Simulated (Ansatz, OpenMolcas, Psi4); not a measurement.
SnSiH6O (SMILES [SiH3][O][SnH3]): methods side by side

The species is SnSiH6O (9 atoms), meant as a singlet with charge 0. SMILES: `[SiH3][O][SnH3]`. The coordinates come from a PBE0-D4/def2-TZVP relaxation.

```xyz
9

Si   -0.7075    1.1063   -0.9618
O     0.5496    0.2327   -0.4110
Sn    0.8371   -1.1457    0.9564
H    -1.7860    0.2281   -1.5020
H    -0.2330    2.0041   -2.0464
H    -1.3096    1.9374    0.1212
H     2.4937   -1.4998    0.8299
H    -0.1660   -2.4609    0.5447
H     0.4101   -0.4484    2.4520
```

Each level gives the energy change with the Si1–H5 bond stretched from 1.486 to 2.674 Å (eV). The values are calculated.

```
                                                     level                    kind     program  value (eV)  CPU time (all runs)
HF/def2-SVP (density fitting, core potential) (restricted)            Hartree–Fock        Psi4        3.75                5.8 s
                PBE/def2-SVP (core potential) (restricted)                     GGA      Ansatz        2.92                8.4 s
             M06-2X/def2-SVP (core potential) (restricted)         hybrid meta-GGA  OpenMolcas        3.40              1.8 min
            r2SCAN0/def2-SVP (core potential) (restricted)         hybrid meta-GGA      Ansatz        3.36                 20 s
          CAM-B3LYP/def2-SVP (core potential) (restricted)  range-separated hybrid      Ansatz        3.36                 12 s
              HSE06/def2-SVP (core potential) (restricted)  range-separated hybrid      Ansatz        3.23                 12 s
              wB97X/def2-SVP (core potential) (restricted)  range-separated hybrid      Ansatz        3.45                 38 s
           RPA@PBE0/def2-SVP (core potential) (restricted)                     RPA      Ansatz        3.32                 20 s
```

The first shape isn't each level's own minimum. The values span 2.92 to 3.75 eV. CPU times are rough (shared hosts, several kinds of processor and program).
